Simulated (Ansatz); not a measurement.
A CCSD(T) single point on CH9InSi2 (`[SiH3][CH2][InH][SiH3]`).

```yaml
crystal:
  periodic: [false, false, false]
  atoms:
    - {symbol: Si, position_ang: [-0.970630, 1.946276, -0.477780]}
    - {symbol: C, position_ang: [-0.151543, 1.189141, 1.009919]}
    - {symbol: In, position_ang: [1.268018, -0.349463, 0.450488]}
    - {symbol: Si, position_ang: [0.394771, -2.634197, -0.355543]}
    - {symbol: H, position_ang: [-1.702319, 0.898764, -1.246019]}
    - {symbol: H, position_ang: [-1.941498, 3.023997, -0.136106]}
    - {symbol: H, position_ang: [0.050239, 2.533455, -1.393225]}
    - {symbol: H, position_ang: [0.365927, 1.954800, 1.592980]}
    - {symbol: H, position_ang: [-0.917559, 0.726421, 1.639633]}
    - {symbol: H, position_ang: [2.952109, 0.040471, 0.533009]}
    - {symbol: H, position_ang: [1.158082, -3.763172, 0.247170]}
    - {symbol: H, position_ang: [0.539315, -2.736440, -1.836191]}
    - {symbol: H, position_ang: [-1.044911, -2.830063, -0.028325]}
basis:
  gaussian: {orbitals: def2-SVP}
correlation: {method: ccsd_t}
```

```sh
$ ansatz run in.yaml --threads 4 --pin off --events-out ev --progress --plain --max-ram 10444MiB
```

The program prints (abridged):

```
Functional definition: HF
1282 factors; integrals over basis functions are off by at most 1.1e-3 eV
mean field evaluation 1: about -22036.9992 eV, gradient 2.7e1 eV
mean field evaluation 2: about -22037.0071 eV, gradient 2.7e1 eV
mean field evaluation 4: about -22039.5686 eV, gradient 3.2e0 eV
mean field evaluation 8: about -22039.6202 eV, gradient 1.3e-1 eV
mean field evaluation 16: about -22039.6117 eV, gradient 4.0e-1 eV
mean field -22039.62034413 eV, -809.9411086554 hartree, gradient 2.6e-6 eV, S^2 0.000000; 0 other end points of the search recorded, 0 dependent functions left out
15 core orbitals not correlated: weight in the atoms' cores, before any rotation towards them, 1.000 or more for the frozen orbitals, at most 0.000 for the correlated occupied ones
reference -22039.62034413 eV, -809.9411086554 hartree; 17, 17 occupied and 89, 89 virtual orbitals, 1282 factors
second order -12.06595188 eV of doubles, -0.00000000 eV of singles
cycle   1  -13.44000793 eV  change    -1.4e0 eV  update   9.7e-2
cycle   2  -13.99090725 eV  change   -5.5e-1 eV  update   3.1e-2
cycle   3  -14.04581178 eV  change   -5.5e-2 eV  update   1.0e-2
cycle   4  -14.04249555 eV  change    3.3e-3 eV  update   3.1e-3
cycle   5  -14.04159081 eV  change    9.0e-4 eV  update   9.6e-4
cycle   6  -14.04132991 eV  change    2.6e-4 eV  update   3.0e-4
cycle   7  -14.04129343 eV  change    3.6e-5 eV  update   9.9e-5
cycle   8  -14.04131000 eV  change   -1.7e-5 eV  update   4.2e-5
perturbative correction -0.40775938 eV, -0.0149848808 hartree
Total energy: -22054.06941351 eV, -810.4721021613 hartree
```

It took 4.9 s on 4 threads of an Intel Xeon Platinum 8488C on a shared host, with 0.69 GiB of host memory at the peak.

The correlation energy is -14.449 eV, 2.8 % of it from (T); the T1 diagnostic reads 0.0105.
